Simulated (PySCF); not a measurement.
## Spin-rotation constants: SMILES [GaH], GaH

Molfile (atoms numbered from 1):
```
GaH
     RDKit          3D

  2  1  0  0  0  0  0  0  0  0999 V2000
    0.8396   -0.0780   -0.0021 Ga  0  0  0  0  0  1  0  0  0  0  0  0
   -0.8368    0.0793   -0.0120 H   0  0  0  0  0  0  0  0  0  0  0  0
  1  2  1  0
M  RAD  1   1   3
M  END
```

Computed, not measured: GIAO B3LYP/aug-cc-pVDZ magnetisability, rotational g tensor and spin-rotation constants, non-relativistic, gas phase in PySCF. Geometry: PBE0-D3(BJ)/def2-SVP.

The calculation is non-relativistic, which matters for the atoms heavier than Zn.

Give the nuclear spin-rotation constants along the inertial axes (H = +C I·J) beside the isotropic shieldings.

Rotational constants –, 179.4763, 179.4763 GHz.
| atom | isotope | Caa (kHz) | Cbb (kHz) | Ccc (kHz) | mean (kHz) | σ (ppm) |
| --- | --- | --- | --- | --- | --- | --- |
| Ga1 | 69Ga | – | 631.213 | 631.213 | 631.213 | 1035.0 |
| H2 | 1H | – | -1.474 | -1.474 | -1.474 | 21.5 |

For the geometry as given, no vibrational averaging.
